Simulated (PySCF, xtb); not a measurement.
C2H7BO3, SMILES C(B(CO)O)O.

xtb 6.7.1 with GFN2-xTB at its own geometry gives an orbital gap of 5.04 eV and a dipole moment of 3.48 D.

Geometry optimised at B3LYP-D3(BJ)/def2-SVP. The structure was generated by enumeration, and PubChem lists no compound with its InChIKey, so it may never have been made. One conformer was computed; it need not be the lowest.

### Question
What does PySCF with PBE/def2-TZVP give? (An estimate is asked for; the answer gives what the named calculation found.)

### Answer
gap 5.12 eV (levels -6.00 and -0.88 eV), dipole 3.08 D.
